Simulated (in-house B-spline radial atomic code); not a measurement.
**The chlorine ion Cl⁶⁺: [Ne] 3s1 (with a hole in an inner shell)**

Computed with a radial B-spline atomic code at the basis-set limit: Dirac-Hartree-Fock, average of configuration, Fermi nucleus of rms radius 3.3654 fm.

Screening seen three ways: the hydrogenic charge with the same mean radius, Z_r = [3n² - l(l+1)]/(2<r>), the one with the same energy, Z_e = n√(-2ε), and Slater's rules. Values are occupation-weighted means over j.

```json
{"shell": "1s", "electrons": "2", "ε (eV)": "-2977.5", "<r> (bohr)": "0.09081", "Z_r": "16.52", "Z_e": "14.79", "Slater": "16.70"}
{"shell": "2s", "electrons": "2", "ε (eV)": "-396.83", "<r> (bohr)": "0.4368", "Z_r": "13.74", "Z_e": "10.80", "Slater": "12.85"}
{"shell": "2p", "electrons": "6", "ε (eV)": "-326.44", "<r> (bohr)": "0.4011", "Z_r": "12.47", "Z_e": "9.80", "Slater": "12.85"}
{"shell": "3s", "electrons": "1", "ε (eV)": "-113.75", "<r> (bohr)": "1.279", "Z_r": "10.55", "Z_e": "8.67", "Slater": "8.20"}
```

The least bound orbital is 3s1/2 at -113.8 eV, and it is also the most diffuse (<r> = 1.279 bohr).

Spin-orbit splittings of the orbital energies (j = l + 1/2 above j = l - 1/2 when positive): 2p 1.789 eV.

For the 1s electron the small component carries 0.367 % of the norm, the zero-frequency Breit interaction raises the level by 2.11 eV, self-energy by 0.9474 eV, and vacuum polarisation lowers it by 0.06452 eV.
